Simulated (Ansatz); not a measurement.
Total energies of CH$_{9}$BSSi$_{2}$.

```
atom    x (Å)    y (Å)    z (Å)
  B1  -1.3873  -0.7508   1.3516
 Si2  -0.2315   0.2572   0.1325
  C3  -0.9046   1.3798  -1.2062
 Si4   2.0976   0.1119   0.1645
  S5  -0.9407  -1.8503  -0.3118
  H6  -2.5564  -0.5006   1.2612
  H7  -0.9514  -1.2735   2.3331
  H8  -0.4151   1.2161  -2.1676
  H9  -1.9797   1.2273  -1.3203
 H10  -0.7439   2.4221  -0.9149
 H11   2.4854  -1.0840   0.9615
 H12   2.6887   1.3222   0.7979
 H13   2.6629  -0.0201  -1.2067
 H14   0.1760  -2.4572   0.1251
```

Charge 0, multiplicity 1. The bonds changed during the relaxation, so this is another structure than the one it started from. The structure was optimised at the PBE0-D4/def2-TZVP level. It is one conformer, not always the lowest. Basis def2-TZVPP, Ansatz 0.2.0.

RPA on PBE orbitals: Hartree–Fock energy of these orbitals -1043.17292 Eh, correlation -1.32587 Eh (frozen core).

| functional | energy without D4 (Eh) | D4 term (kJ/mol) |
| --- | --- | --- |
| B97M-V | -1045.38107 | – |
| HSE06 (plane-wave form) | -1045.11605 | -30.3 |

(1) Give the same for LDA (SPW92), PBE, revPBE, BLYP, r2SCAN, PBE0, B3LYP, r2SCANh, r2SCAN0, BHLYP, CAM-B3LYP, LC-ωPBE, ωB97X-V, ωB97M-V, B2PLYP, PBE-QIDH. (Estimate.)

B3LYP takes the VWN-RPA correlation (the form of Gaussian; ORCA's B3LYP/G). HSE06 is the plane-wave form, built on full-range PBE exchange. The double hybrids freeze the cores in their second-order part.

## Answers

(1) The calculation gave: 
```
 functional  energy without D4 (Eh)  D4 term (kJ/mol)
LDA (SPW92)             -1041.20893                 –
        PBE             -1045.03244             -37.3
     revPBE             -1045.40101             -99.5
       BLYP             -1045.54529             -79.5
     r2SCAN             -1045.48944              -9.3
       PBE0             -1045.14184             -32.1
      B3LYP             -1045.68104             -60.4
    r2SCANh             -1045.48278             -10.1
    r2SCAN0             -1045.47402             -11.2
      BHLYP             -1045.56180             -50.1
  CAM-B3LYP             -1045.58071             -33.2
    LC-ωPBE             -1045.27214                 –
    ωB97X-V             -1045.44459                 –
    ωB97M-V             -1045.49036                 –
     B2PLYP             -1045.16583                 –
   PBE-QIDH             -1044.87449                 –
```

LC-ωPBE has ω = 0.4 bohr⁻¹.
